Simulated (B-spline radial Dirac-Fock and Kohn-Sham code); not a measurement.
Photoemission from P at 7750 eV, detector at θ = 45°, φ = 0°

System: neutral phosphorus, configuration [Ne] 3s2 3p3. Level of theory: Dirac-Hartree-Slater photoionisation with a Latter tail; cross sections with all multipoles, angular parameters from the dipole term and its interference with E2; a radial finite-basis atomic code. Thresholds are tabulated edges, those marked * orbital energies of the model. For linearly polarised light dσ/dΩ = σ/(4π) [1 + β P₂(cos θ) + (δ + γ cos²θ) sin θ cos φ], with θ from the polarisation vector and φ the angle between the beam and the projection of the electron momentum on the plane normal to the polarisation. The dipole factor is 1 + βP₂ and the non-dipole term is the rest of the bracket. Open shells are filled statistically over j.

| subshell | threshold (eV) | σ (kb) | β | γ | δ | dipole factor | non-dipole term | dσ/dΩ (kb/sr) |
| --- | --- | --- | --- | --- | --- | --- | --- | --- |
| 1s | 2145.5 | 3.96 | 2.00 | 1.61 | 0.000 | 1.500 | +0.569 | 0.652 |
| 2s | 189.0 | 0.256 | 2.00 | 1.74 | 0.000 | 1.500 | +0.615 | 0.0432 |
| 2p1/2 | 136.0 | 0.0181 | 0.40 | 1.01 | 0.260 | 1.099 | +0.542 | 0.00236 |
| 2p3/2 | 135.0 | 0.0347 | 0.37 | 0.99 | 0.262 | 1.094 | +0.536 | 0.00450 |
| 3s | 16.56* | 0.0236 | 2.00 | 1.75 | 0.000 | 1.500 | +0.619 | 0.00398 |
| 3p1/2 | 7.87* | 0.000569 | 0.39 | 1.00 | 0.260 | 1.096 | +0.539 | 7.41e-05 |
| 3p3/2 | 7.82* | 0.00109 | 0.36 | 0.98 | 0.263 | 1.091 | +0.532 | 0.000141 |

Values without a named source are computed, but for edge energies of neutral atoms, which are taken from tables.
